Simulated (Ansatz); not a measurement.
Molecule: CH₃AlF (charge 0, doublet). SMILES: [CH3][Al][F]
Geometry from a B3LYP-D3(BJ)/def2-TZVP (Ansatz, a quantum-chemistry and plane-wave program) optimisation:
```
C
H 1 1.0896
H 1 1.0937 2 109.12
H 1 1.0937 2 109.12 3 117.96
Al 1 1.9765 2 112.88 3 -121.02
F 5 1.6675 1 115.82 2 180.00
```
Charge 0, spin multiplicity 2.

Quantity: atomisation energy, in kcal/mol. Terms: LANL2DZ with its own core potentials from Na on; non-relativistic; UHF or UKS for open shells; six Cartesian d functions in 6-31G* and its kin unless marked 5d; no spin-orbit coupling; atomisation electronic, to ground-state atoms; 6-311+G** with 5d, 6d on Na to Ar in Ansatz. First-principles rows: single points at B3LYP-D3(BJ) geometries (Ansatz). The spin state of an ion or metal species was assumed, not searched.

```json
[
 {"level": "HF/STO-3G", "program": "Ansatz", "atomisation energy (kcal/mol)": "471.6"},
 {"level": "HF/3-21G", "program": "Ansatz", "atomisation energy (kcal/mol)": "362.6"},
 {"level": "HF/LANL2DZ", "program": "Ansatz", "atomisation energy (kcal/mol)": "352.6"},
 {"level": "HF/6-31G*", "program": "Ansatz", "atomisation energy (kcal/mol)": "380.2"},
 {"level": "HF/6-311+G**", "program": "Ansatz", "atomisation energy (kcal/mol)": "378.9"}
]
```

No value to compare with is used here. The 5 habitual levels span 352.6 (HF/LANL2DZ) to 471.6 kcal/mol (HF/STO-3G).

The sets are all those run for this method; runs whose electronic state is in doubt are left out.
